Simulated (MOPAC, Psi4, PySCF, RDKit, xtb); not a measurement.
Two geometries of SMILES [SeH][SiH2][SiH2]Br, relaxed at B3LYP-D3(BJ)/def2-SVP with one dihedral held; other torsions can differ between them too.

Structure A

```
9

Se    -2.2362    -0.4104     0.9440
Si    -0.8358     0.2072    -0.7814
Si     1.3250    -0.0737     0.1195
Br     2.4453    -1.5776    -1.1240
H     -3.4686    -0.0532     0.2119
H     -1.0691     1.6280    -1.1748
H     -1.0152    -0.6551    -1.9833
H      1.2429    -0.5949     1.5125
H      2.0982     1.1989     0.1158
```

Structure B

```
9

Se     2.4309    -1.0666     0.6992
Si     1.0020     0.3238    -0.4485
Si    -1.2604    -0.1256     0.0939
Br    -1.4092    -1.8026     1.5960
H      1.3157    -1.7532     1.3852
H      1.2915     1.7519    -0.1260
H      1.1786     0.1534    -1.9205
H     -1.9137     1.0671     0.7002
H     -2.0282    -0.5451    -1.1108
```

Problem. Which is lower in energy at the level Psi4 with DF-MP2 (frozen core)/cc-pVTZ // B3LYP-D3(BJ)/def2-SVP, and by how much?

Solution. B is lower, by 0.37 kcal/mol (dihedral Se1–Si2–Si3–Br4: 120° in A, 0° in B).

E(B) − E(A) in kcal/mol at the other levels, on the same two geometries: PBE/def2-TZVP // B3LYP-D3(BJ)/def2-SVP (Psi4) -0.25; PBE-D3(BJ)/def2-TZVP // B3LYP-D3(BJ)/def2-SVP (Psi4) -0.66; r2SCAN/def2-TZVP // B3LYP-D3(BJ)/def2-SVP (Psi4) -0.16; HF/cc-pVTZ // B3LYP-D3(BJ)/def2-SVP (Psi4) 1.66; UFF // B3LYP-D3(BJ)/def2-SVP (RDKit) 1.44; PM3, restricted, heats of formation // B3LYP-D3(BJ)/def2-SVP (MOPAC) -0.22; PM6, restricted, heats of formation // B3LYP-D3(BJ)/def2-SVP (MOPAC) 1.48; GFN1-xTB // B3LYP-D3(BJ)/def2-SVP (xtb) 0.71; restricted B3LYP/6-31G*, spherical d, density fitting // B3LYP-D3(BJ)/def2-SVP (PySCF) 0.55; restricted B3LYP/LANL2DZ, with its core potentials past Ne // B3LYP-D3(BJ)/def2-SVP (PySCF) -0.25; restricted BP86/6-31G*, spherical d, density fitting // B3LYP-D3(BJ)/def2-SVP (PySCF) 0.09; restricted Hartree-Fock/STO-3G // B3LYP-D3(BJ)/def2-SVP (PySCF) 0.05.
